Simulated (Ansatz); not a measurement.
Reaction (isomerisation): `N[SiH2]C(N)[SiH3]` → `C[SiH](N)[SiH2]N`

Gas-phase electronic energies from Ansatz, PBE0-D4/def2-TZVP geometries. CCSD(T)/CBS adds triple-zeta CCSD(T) − MP2 to the extrapolated MP2 energy (def2 sets, frozen cores). Each species was taken in one conformer, which may not be the lowest.

`N[SiH2]C(N)[SiH3]`:

```xyz
15

N    -2.634   -0.170    0.378
Si   -0.998   -0.535    0.744
C     0.270    0.096   -0.501
N     0.188    1.570   -0.481
Si    2.019   -0.561   -0.253
H    -2.890    0.789    0.201
H    -3.160   -0.796   -0.210
H    -0.891   -2.015    0.859
H    -0.638    0.111    2.038
H    -0.092   -0.255   -1.477
H     0.487    1.927    0.420
H     0.800    1.984   -1.174
H     2.931    0.096   -1.234
H     2.494   -0.203    1.113
H     2.114   -2.037   -0.423
```

`C[SiH](N)[SiH2]N`:

```xyz
15

C     1.009    0.517   -1.902
Si    0.877   -0.302   -0.225
N    -0.066   -1.748   -0.379
Si   -0.332    0.969    1.343
N    -1.793    0.079    1.609
H     1.592    1.439   -1.833
H     1.511   -0.139   -2.618
H     0.021    0.763   -2.298
H     2.278   -0.521    0.262
H    -0.446   -2.148    0.465
H     0.231   -2.475   -1.012
H    -0.518    2.372    0.845
H     0.362    1.099    2.655
H    -2.256   -0.309    0.801
H    -2.468    0.405    2.284
```

```tsv
species	CCSD(T)/CBS(def2) energy (Eh)
`N[SiH2]C(N)[SiH3]`	-731.64959
`C[SiH](N)[SiH2]N`	-731.70077
```

Work out ΔE.

ΔE = (-731.70077) − (-731.64959) = -0.05118 Eh = -134.4 kJ/mol.

Largest T1 diagnostic among the species: 0.011.
